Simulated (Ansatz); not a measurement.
Z-matrix (Å, degrees):
```
Ge
O 1 1.778
Cl 1 2.170 2 110.6
O 1 1.767 2 103.4 3 -115.7
H 2 0.962 1 113.7 3 -52.1
H 4 0.964 1 110.6 2 -18.6
```

The species carries charge 0 and has multiplicity 2.

List the PBE0/def2-TZVPP orbital energies in eV (Ansatz). (Estimate.)

The calculation gave: α occupied: -10861.52, -2767.48, -1359.64, -1209.48, -1209.45, -1209.44, -523.40, -523.25, -259.31, -197.63, -197.45, -197.44, -172.47, -122.31, -122.24, -122.21, -35.25, -35.20, -35.10, -35.05, -35.02, -28.60, -27.94, -23.01, -16.23, -14.55, -12.73, -11.22, -10.91, -10.60, -9.82, -9.35, -9.31, -6.95. α empty: 0.30, 0.59, 0.70, 2.21, 2.49, 5.31, 5.94, 6.36. β occupied: -10861.48, -2767.44, -1359.61, -1209.45, -1209.43, -1209.42, -523.29, -523.15, -259.27, -197.52, -197.42, -197.41, -172.40, -122.24, -122.18, -122.14, -35.19, -35.13, -34.99, -34.98, -34.93, -28.34, -27.69, -22.76, -15.90, -14.40, -12.36, -10.73, -10.58, -10.28, -9.55, -9.23, -9.22. β empty: -3.65, 0.65, 0.86, 1.26, 2.52, 2.76, 5.58, 6.39. ⟨S²⟩ = 0.753.
